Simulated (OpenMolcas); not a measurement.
Ni3+ with 4 ligands (bromide) in tetrahedral coordination (Td) at 2.38 Å. A charge of +0.25 e stands 2.8 Å behind each ligand. Ligand basis ANO-RCC-VDZP.

```yaml
Program: OpenMolcas 26.06
Method: CASSCF
Basis: ANO-RCC-VDZP [5s4p2d1f]
Scalar_Hamiltonian: DKH2, point nucleus
Active_space: 7 electrons in 5 orbitals (3d)
State_averaging: 2S+1 = 4 even, 10 roots; 2S+1 = 2 even, 40 roots
Spin-orbit_coupling: RASSI with atomic mean-field integrals over the reference wave functions
```

Problem. What is the spin-free ground state (labels of Td)?

Solution. 4A2, 1-fold in its orbital part; it has the highest spin that d7 allows.

Problem. Where is the first state of the same spin?

Solution. 4T2 at 3230 cm-1 above the ground state.

Problem. What are the lowest two levels with spin-orbit coupling?

Solution. A 4-fold level Γ8, then a 4-fold level Γ8 3149 cm-1 above it. Their leading multiplicities are 4 (100 %) and 4 (100 %).

Problem. What is χT at 300 K, and how does it compare with the textbook value?

Solution. The lowest level has 2S+1 = 4, for which the spin-only value is χT = S(S+1) / 2 = 1.875 cm3 K/mol (g = 2). The computed 2.804 at 300 K differs by +0.929, through orbital momentum, spin-orbit coupling and any other state in reach.

Without dynamic correlation the repulsion within the d shell is too large (B by tens of per cent), so at a given field states of lower spin stand too high. The least metal-like active orbital is 83 % on the metal (Löwdin) and no ligand orbital is active, so the numbers are rough. Ligand-to-metal charge-transfer states are missing. This ion would oxidise such ligands; the complex is a model and need not exist. With no ligand orbital active B as a rule stays too high, so bands that hang on it stand too high and its fall with covalency is understated. With metal d orbitals alone and no dynamic correlation the field as a rule comes out too small, by tens of per cent, by up to half for chloride and softer ligands, and the orbital part of g and χT, which goes as 1/10Dq, too large. No measured value stands beside these numbers; the geometry is a model, was not optimised and need not be the one that this ion takes.
